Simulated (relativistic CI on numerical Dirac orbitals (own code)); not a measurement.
Computed by Dirac-Coulomb-Breit CI, separate exchange-only KLI orbitals for each configuration, a model potential for QED, unscaled Slater integrals (own radial code, finite nucleus).

CI space (outside the closed core [Ar]): 3d10.4s, 3d10.4p, 3d10.4d, 3d10.4f, 3d10.5s, 3d10.5p, 3d10.5d, 3d10.5f, 3d10.5g, 3d10.6s, 3d9.4s2, 3d10.6p, 3d10.6d, 3d10.6f, 3d10.7s, 3d9.4s.4p, 3d10.8s, 3d9.4s.4d, 3d9.4s.4f, 3d9.4s.5s, 3d9.4s.5p, 3d9.4s.5d, 3d9.4s.5f, 3d9.4s.5g. Double excitations out of closed p, d and f shells are left out; levels of such configurations are missing from the list, as are those of other unlisted configurations, and high levels can miss mixing partners.

At this charge energies of transitions that change n are usually good to better than 1 %, and those within a shell (Δn = 0) to a few per cent.

Outline of the computed level scheme of Tc XV. Lowest level of each configuration: 3d10.4s 2S_1/2 at 0.000 eV; 3d10.4p 2P°_1/2 at 30.993 eV; 3d10.4d 2D_3/2 at 86.207 eV; 3d10.4f 2F°_5/2 at 137.615 eV; 3d10.5s 2S_1/2 at 149.086 eV; 3d10.5p 2P°_1/2 at 162.755 eV; 3d10.5d 2D_3/2 at 186.966 eV; 3d10.5f 2F°_5/2 at 209.399 eV; 3d10.5g 2G_7/2 at 214.542 eV.

Some strong electric-dipole decays among the lowest 16 levels: 3d10.5g 2G_9/2 → 3d10.4f 2F°_7/2 (2.4e+11 s⁻¹); 3d10.5g 2G_7/2 → 3d10.4f 2F°_5/2 (2.3e+11 s⁻¹); 3d10.5s 2S_1/2 → 3d10.4p 2P°_3/2 (1.3e+11 s⁻¹); 3d10.5p 2P°_1/2 → 3d10.4d 2D_3/2 (6.7e+10 s⁻¹); 3d10.5s 2S_1/2 → 3d10.4p 2P°_1/2 (6.3e+10 s⁻¹); 3d10.4f 2F°_7/2 → 3d10.4d 2D_5/2 (6.2e+10 s⁻¹); 3d10.4f 2F°_5/2 → 3d10.4d 2D_3/2 (6.1e+10 s⁻¹); 3d10.5p 2P°_3/2 → 3d10.4d 2D_5/2 (5.8e+10 s⁻¹).

LS names give the leading component of a level, which can be under half, so a name can repeat, a term be missing and a line seem to break the LS rules.
